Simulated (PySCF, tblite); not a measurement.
Compound: C6H11O (doublet state).
Structure used (GFN2-xTB), in Å, numbered top down from 1:
```xyz
18
C6H11O angstrom
C      2.9094   -0.6034    0.0275
C      1.7685   -0.7027   -0.6367
C      0.6685    0.2982   -0.5653
C     -0.4215   -0.1900    0.4566
O      0.1236   -0.2319    1.7543
C     -1.5894    0.7059    0.4482
C     -2.7061    0.5439   -0.5038
H      3.6631   -1.3716   -0.0149
H      3.1476    0.2662    0.6193
H      1.5572   -1.5884   -1.2227
H      0.1919    0.4253   -1.5371
H      1.0381    1.2628   -0.2159
H     -0.7218   -1.2067    0.1388
H      1.0142   -0.6028    1.6985
H     -1.6155    1.4935    1.1785
H     -3.5999    0.1579    0.0001
H     -2.4475   -0.1520   -1.2998
H     -2.9893    1.5021   -0.9439
```

Jobs on this species (18 atoms, 55 electrons) with PySCF (density fitting) and tblite. Hardware of each: Arm Neoverse V1, one thread, on a shared host. Other jobs ran on the host; a repeat could differ by tens of per cent or more.

| level and settings | work | basis functions | SCF cycles | wall time |
| --- | --- | --- | --- | --- |
| GFN2-xTB | Hessian by finite differences | – | – | 0.54 s |
| GFN2-xTB | L-BFGS relaxation | – | – | 0.66 s |
| UKS B3LYP, pcH-1 on C H O, non-relativistic, mean-field spin-orbit, GIAO | unrestricted SCF, g, hyperfine, density and orbital grids written | 285 | ? | ? |

Task: Fill in the missing figures.

Result: 
- UKS B3LYP, pcH-1 on C H O, non-relativistic, mean-field spin-orbit, GIAO; unrestricted SCF, g, hyperfine, density and orbital grids written: 75 s, 12 SCF cycles

Task: What do all jobs in the table cost together?

Result: About 76 s; the longest takes about 98 % of that, and about 140 times as long as the shortest.
